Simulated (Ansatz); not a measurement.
`[AlH2][O][AlH2]` + `NCS` → `[AlH2][NH]CS` + `[OH][AlH2]`  (ligand exchange at the Al–O bond)

Program: Ansatz. Geometries: PBE0-D4/def2-TZVP. ΔE: electronic, gas phase. CCSD(T)/CBS adds triple-zeta CCSD(T) − MP2 to the extrapolated MP2 energy (def2 sets, frozen cores). This one scheme is used for every species. DFT in def2-TZVPP. Each species was taken in one conformer, which may not be the lowest.

`[AlH2][O][AlH2]`:

```xyz
7

Al    1.564    0.539    0.304
O    -0.001    0.003   -0.002
Al   -1.564   -0.538   -0.304
H     1.757    1.808    1.228
H     2.770   -0.251   -0.347
H    -2.325    0.027   -1.571
H    -2.202   -1.588    0.693
```

`NCS`:

Cartesian coordinates in Å:
```
N 1.003 -0.535 -0.069
C -0.339 -0.178 0.330
S -0.542 1.602 0.588
H 1.096 -1.542 -0.132
H 1.227 -0.145 -0.975
H -0.545 -0.625 1.305
H -1.137 -0.501 -0.351
H -0.763 1.924 -0.696
```

`[AlH2][NH]CS`:

Z-matrix (Å, degrees):
```
C
N 1 1.428
S 1 1.836 2 116.2
H 1 1.092 2 112.3 3 -123.9
H 1 1.092 2 110.0 3 116.7
Al 2 1.777 1 127.4 3 -98.9
H 2 1.010 1 112.1 3 74.0
H 3 1.343 1 96.5 2 -71.2
H 6 1.582 2 116.7 1 -6.1
H 6 1.581 2 117.4 1 175.9
```

`[OH][AlH2]`:

Z-matrix (Å, degrees):
```
Al
O 1 1.696
H 1 1.585 2 119.7
H 1 1.577 2 116.0 3 -180.0
H 2 0.956 1 123.4 3 -0.0
```

CCSD(T)/CBS gives +13.3 kcal/mol.

Problem. Another level gave +11.6 kcal/mol. Which?
A. r2SCAN-D4/def2-TZVPP
B. B2PLYP/def2-TZVPP
C. BHLYP/def2-TZVPP
D. BLYP-D4/def2-TZVPP

Solution. D. BLYP-D4 11.6, BHLYP 15.1, B2PLYP 13.7, r2SCAN-D4 12.7 kcal/mol.

Largest T1 diagnostic among the species: 0.013.

Leaving LDA and LC-ωPBE aside and taking each functional with its dispersion term where it has one, the values, not all of them listed here, spread over 4.0 kcal/mol, from revPBE-D4 to BHLYP-D4. LDA lies −1.2 kcal/mol from PBE without D4. In def2-TZVPP, CCSD(T) changes the Hartree–Fock value by −3.9 kcal/mol (the triples alone add −0.7 kcal/mol) and MP2 by −4.0 kcal/mol.
